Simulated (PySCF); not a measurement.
Cl3Hf, doublet, geometry from GFN2-xTB (such geometries of metal compounds can be far from the true shape) (the multiplicity is a formal guess) (core potentials on Hf).

Here is a job for PySCF.
```python
from pyscf import gto, scf, dft

mol = gto.Mole()
mol.atom = '''
    Hf    0.010519    0.029146    0.019842
    Cl    2.090261   -0.419428   -0.588395
    Cl   -0.859655   -0.973893    1.789929
    Cl   -1.275159    1.269880   -1.285572
'''
mol.basis = 'def2-svp'
mol.ecp = {'Hf': 'def2-svp'}
mol.charge = 0
mol.spin = 1
mol.verbose = 4
mol.build()

mf = dft.UKS(mol)
mf.xc = 'camb3lyp'
mf.kernel()
```

Q: What does this run give for the HOMO energy, dipole moment, Mulliken (on the basis functions themselves) charges in atom order, number of basis functions?

A: 
```json
{
  "HOMO energy": "-7.07 eV",
  "dipole_moment": "0.18 D",
  "Mulliken (on the basis functions themselves) charges in atom order": "Hf1 0.54, Cl2 -0.18, Cl3 -0.18, Cl4 -0.18",
  "number_of_basis_functions": "86"
}
```

These values belong to the state on which the SCF converged, which isn't shown to be the lowest.

Q: Roughly what does it cost on one core?

A: about 20 core-seconds (a rough figure).
